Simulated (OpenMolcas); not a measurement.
## Levels of Xe2+ by method

- Program: OpenMolcas 26.06
- Basis: ANO-RCC [10s9p8d5f3g]
- Scalar Hamiltonian: DKH2, point nucleus
- Active space: 4 electrons in 9 orbitals (RAS2 5p; RAS3 5d 6s, at most 1 electron)
- State averaging: 2S+1 = 3 even, 3 roots; 2S+1 = 1 even, 6 roots; 2S+1 = 5 odd, 6 roots; 2S+1 = 3 odd, 54 roots; 2S+1 = 1 odd, 48 roots
- Spin-orbit coupling: RASSI with atomic mean-field integrals over the reference wave functions, term energies averaged over their components

Methods on the same reference wave functions:
A. RASSCF
B. SS-RASPT2, IPEA 0.25 Eh, imaginary shift 0.1 Eh (closed shells correlated: 4d 5s)
C. MS-RASPT2, IPEA 0.25 Eh, imaginary shift 0.1 Eh (closed shells correlated: 4d 5s)

Energies in eV above 5s² 5p⁴ ³P₂, the measured ground level; measured values from Saloman, J. Phys. Chem. Ref. Data 33, 765 (2004).

| Level | A | B | C | Measured |
| --- | --- | --- | --- | --- |
| 5s² 5p⁴ ³P₂ | 0.0000 | 0.0000 | 0.0000 | 0.0000 |
| 5s² 5p⁴ ³P₀ | 1.0434 | 1.046 | 1.046 | 1.0080 |
| 5s² 5p⁴ ³P₁ | 1.0681 | 1.097 | 1.097 | 1.2143 |
| 5s² 5p⁴ ¹D₂ | 2.3272 | 2.063 | 2.063 | 2.1200 |
| 5s² 5p⁴ ¹S₀ | 4.8779 | 4.724 | 4.724 | 4.4762 |
| 5s² 5p³ 5d ⁵D°₀ | 12.8961 | 12.882 | 12.836 |  |
| 5s² 5p³ 5d ⁵D°₃ | 12.9376 | 12.925 | 12.943 | 13.8373 |
| 5s² 5p³ 5d ⁵D°₄ | 12.9993 | 13.021 | 13.022 | 13.9199 |
| 5s² 5p³ 6s ⁵S°₂ [71 %] | 14.3309 | 14.435 | 14.253 | 15.0611 |
| 5s² 5p³ 5d ³D°₃(1) | 14.5183 | 14.124 | 14.105 |  |
| 5s² 5p³ 5d ³D°₁(1) | 14.6115 | 14.188 | 14.178 |  |
| 5s² 5p³ 6s ³S°₁ | 15.0845 | 14.753 | 14.664 | 15.5745 |
| 5s² 5p³ 5d ³F°₃(1) | 15.2736 | 14.827 | 14.824 | 15.6369 |
| 5s² 5p³ 5d ¹S°₀ | 15.6381 | 14.640 | 14.645 |  |
| 5s² 5p³ 5d ³G°₃ [75 %] | 15.7594 | 15.182 | 15.197 | 15.9133 |
| 5s² 5p³ 5d ³G°₅ | 16.1307 | 15.616 | 15.616 | 16.3857 |
| 5s² 5p³ 5d ¹G°₄ [71 %] | 16.4323 | 15.632 | 15.632 | 16.4542 |
| 5s² 5p³ 6s ³D°₂ [56 %] | 16.4996 | 16.143 | 16.126 | 16.6966 |
| 5s² 5p³ 6s ³D°₃ | 16.9610 | 16.362 | 16.342 | 17.1914 |
| 5s² 5p³ 5d ³D°₁(2) | 17.2140 | 16.263 | 16.297 |  |
| 5s² 5p³ 5d ³D°₂(2) [70 %] | 17.7396 | 16.808 | 16.730 |  |
| 5s² 5p³ 6s ¹D°₂ [57 %] | 17.8041 | 16.857 | 16.906 | 17.7357 |
| 5s² 5p³ 5d ³F°₄(2) [74 %] | 18.2705 | 17.664 | 17.672 |  |
| 5s² 5p³ 6s ³P°₁ [63 %] | 18.9703 | 17.753 | 17.931 | 18.7814 |

Deviations, from unrounded energies. A percentage is the sum of absolute deviations over the sum of measured energies, with the sign that they share, or ± where signs differ.

```json
{"Against measurement": "mean absolute deviation (cm-1)", "Levels": "16", "A": "2700", "B": "5100", "C": "5100"}
{"Against measurement": "fine structure of the ground term (%)", "Levels": "2", "A": "±8.2", "B": "±7.0", "C": "±7.0"}
{"Against measurement": "other terms of the ground configuration (%)", "Levels": "2", "A": "+9.2", "B": "±4.6", "C": "±4.6"}
{"Against measurement": "other configurations (%)", "Levels": "12", "A": "±2.3", "B": "-5.0", "C": "-5.0"}
```

A lies closest to measurement on these levels and C furthest from it. The largest miss of A in the table is 5s² 5p³ 5d ⁵D°₄, by -7400 cm-1. The ranking rests on the paired levels alone, and a cruder setting can come out closer through cancelling errors.

Between B and C the level of the table that moves most is 5s² 5p³ 6s ⁵S°₂ [71 %], by 1500 cm-1 (lowest in C, highest in B). Moves below CASPT2's spread within the term are not significant.

The mean deviations of B to C differ by less than CASPT2's widest spread within a term (440 cm-1), so their order carries little weight.

From A to B the spin-free energies of the other terms of 5s² 5p⁴ shown, above ³P, scale by factors of 0.79 to 0.94.

The lowest spin-free term lies below A's lowest term by 0.620 hartree in B, 0.620 hartree in C.

CASPT2 breaks the degeneracy within a term, and the mean is taken; among the terms shown or strongly mixed into the levels shown the widest spread is 440 cm-1 (5s² 5p³ 5d ³F°(2), C). Over all roots computed the reference weight is 0.77 to 0.92 in B, 0.77 to 0.92 in C; the roots of lowest weight are the least certain, and an intruder state may touch them. ANO sets are built for valence states and can reach diffuse excited orbitals poorly, and with the s shell closed the s pⁿ⁺¹ terms that mix with these levels are absent. With the s shell closed, the reference lacks s² → p² mixing. Some levels mix across a computed gap that differs much from the measured one, so their mixing is not that of the real levels (holds for A; C). The CASPT2 spread within a term exceeds the gap to the next term for 5s² 5p³ 6s ³S° and 5s² 5p³ 5d ³F°(1), so the order of their levels is uncertain (holds for B; C). Measured partners are found by configuration, term and J. A level has none where our copy of the source lacks it or the pairing is in doubt (some pairs that miss far off the trend of their configuration count as doubtful), and it then counts in no deviation. Only configurations of the active space appear. Levels that lie high or do not pair safely by name in every column are left out.

A share in square brackets marks a mixed level and gives the weight of the term that names it, the lowest over the columns. A number in round brackets counts repeated terms of one configuration in the order of the reference energies. ° marks odd parity.
